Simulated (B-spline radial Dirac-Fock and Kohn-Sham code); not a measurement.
# Subshell cross sections of Tb⁴⁺, photon energy 173 eV

System: the Tb⁴⁺ ion in the configuration 1s2 2s2 2p6 3s2 3p6 3d10 4s2 4p6 4d10 4f7 5s2 5p6.

Method: a relativistic central-field model (Hartree-Slater potential of the initial state, Latter tail, multipole expansion of the photon field, Dirac-Fock thresholds). Computed with an atomic code on a B-spline grid. The asymmetry parameter β is from the dipole term alone. Kinetic energies are from the vacuum level. Open shells are spread statistically over j, without multiplet splitting.

```csv
subshell,electrons,binding (eV),kinetic (eV),σ (kb),β
4f5/2,3,62.48,110.5,1780,0.40
4f7/2,4,61.58,111.4,2380,0.41
5s,2,103.8,69.18,91.7,1.85
5p1/2,2,78.03,94.97,55.3,-0.01
5p3/2,4,72.64,100.4,158,0.14
```

Branching ratios of the spin-orbit partners (statistical value in brackets): 4f 1.33 (1.33), 5p 2.85 (2.00).

At such low photon energies correlation between channels can change these cross sections by tens of per cent.

Run: 4.5 s of CPU time on 1 thread of Neoverse-V1 (shared host), peak memory 0.43 GiB.
